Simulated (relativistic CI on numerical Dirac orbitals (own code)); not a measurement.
**Slater and spin-orbit integrals, Tb XXVI**

Method of calculation: Dirac-Coulomb-Breit CI, orbitals from a KLI potential per configuration, QED by a radiative potential, unscaled Slater integrals (own radial code, finite nucleus).

Slater integrals F^k, G^k are unscaled and averaged over j, outside the closed core [Ar] 3d10; ζ comes from projecting the Hamiltonian with its Breit term on Σ l·s of the shell.

- 4s2.4p6.4d4: F^2(4d,4d) = 189790, F^4(4d,4d) = 129020, ζ(4d) = 27304 cm⁻¹; <r>(4d) = 0.5318, <r^2>(4d) = 0.323 (bohr units).
- 4s2.4p5.4d5: ζ(4p) = 226690, F^2(4d,4d) = 189760, F^4(4d,4d) = 129000, F^2(4p,4d) = 192630, G^1(4p,4d) = 241190, G^3(4p,4d) = 153840, ζ(4d) = 27192 cm⁻¹; <r>(4p) = 0.5209, <r^2>(4p) = 0.3067, <r>(4d) = 0.5318, <r^2>(4d) = 0.3231 (bohr units).
- 4s2.4p6.4d3.4f: F^2(4d,4d) = 189690, F^4(4d,4d) = 128950, ζ(4d) = 27294, F^2(4d,4f) = 189010, F^4(4d,4f) = 123660, G^1(4d,4f) = 203220, G^3(4d,4f) = 137780, G^5(4d,4f) = 100570, ζ(4f) = 3785.8 cm⁻¹; <r>(4d) = 0.5321, <r^2>(4d) = 0.3235, <r>(4f) = 0.5171, <r^2>(4f) = 0.3048 (bohr units).

(1) Give the Racah parameters of the d shell in 4s2.4p6.4d4.

Averages of the first 10 configurations, taken without configuration mixing, which lowers the lowest level and can move excited configurations by several eV; other configurations of the list can lie among them:

| Configuration | Parity | States | Average energy above the lowest level (eV) |
| --- | --- | --- | --- |
| 4s2.4p6.4d4 | even | 210 | 23.9 |
| 4s2.4p5.4d5 | odd | 1512 | 174.6 |
| 4s2.4p6.4d3.4f | odd | 1680 | 181.7 |
| 4s.4p6.4d5 | even | 504 | 288.0 |
| 4s.4p6.4d4.4f | odd | 5880 | 444.1 |
| 4s2.4p6.4d3.5s | even | 240 | 291.5 |
| 4s2.4p6.4d3.5d | even | 1200 | 399.5 |
| 4s2.4p6.4d3.6s | even | 240 | 510.2 |
| 4p6.4d6 | even | 210 | 555.8 |
| 4p5.4d7 | odd | 720 | 703.8 |

Answers

(1) B = F²/49 − 5F⁴/441 = 2410 cm⁻¹ and C = 35F⁴/441 = 10240 cm⁻¹.
